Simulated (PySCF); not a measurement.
Runs that did not reach their result, on `B[C@]12[C@@H](CC2)CC1` (driver script around PySCF, density fitting, GFN2-xTB geometry as the base; each input is a line of settings and coordinates in Å).

Command:
```bash
OMP_NUM_THREADS=1 python probes_run.py task.json out
```
Input:
```
{"job": {"kind": "nmr", "xc": "PBE0", "basis": "pcSseg-1", "pop": false, "grid": 0, "scf": {"max_cycle": 2}}, "charge": 0, "multiplicity": 1}
B      0.644962    -2.010829    -0.360120
C      0.197681    -0.641204     0.204325
C     -1.227782    -0.426112     0.762719
C     -1.536176     0.604261    -0.332761
C     -0.122686     0.448304    -0.895294
C      0.923549     1.379133    -0.281466
C      1.214802     0.348142     0.818267
H     -0.152178    -2.822059    -0.636649
H      1.774758    -2.211625    -0.590415
H     -1.253226    -0.035768     1.778848
H     -1.851487    -1.316275     0.715227
H     -2.315048     0.285578    -1.023476
H     -1.772696     1.607773     0.020761
H     -0.035126     0.242322    -1.959589
H      1.771406     1.568378    -0.937603
H      0.529297     2.334779     0.063467
H      0.962887     0.672770     1.826571
H      2.238302    -0.021252     0.815530
```

Output:
```
final grid: 14424 points
cycle   1  E = -259.5830080259  dE =  8.779e-01  |g| = 3.649e-01  |ddm| = 3.783e+00
cycle   2  E = -259.5737822946  dE =  9.226e-03  |g| = 4.314e-01  |ddm| = 8.091e-01
SCF not converged, last energy = -259.5737822946
```

Hardware: an Intel Xeon 6975P-C with one thread, no GPU, on a shared host. Cost: 1.8 s wall, 0.51 GiB resident at most.

Task: What went wrong, and what mends it?

Result: The cap of 2 cycles ended the SCF with an orbital gradient of 4.3e-01, before the energy threshold of 1e-09 Eh and the gradient threshold (its square root) were both met. Raise the cap, and go back to a finer grid. With standard settings the same level converges to E = -259.66661 Eh in 14 cycles; the last energy above lies 0.093 Eh higher. Its energy and orbitals aren't self-consistent and shouldn't be used.

Input:
```
{"job": {"kind": "nmr", "xc": "B3LPY", "basis": "cc-pVDZ-PP", "pop": true, "grid": 0, "scf": {"max_cycle": 90}}, "charge": 0, "multiplicity": 1}
(coordinates as above)
```

Output:
```
KeyError: 'Element b (Z=5) not found in basis cc-pVDZ-PP version 0'
```

Task: What went wrong, and what mends it?

Result: The basis cc-pVDZ-PP in the Basis Set Exchange has no functions for boron, so the input was refused before any integral. Choose a basis that covers all elements. The run gave no result.
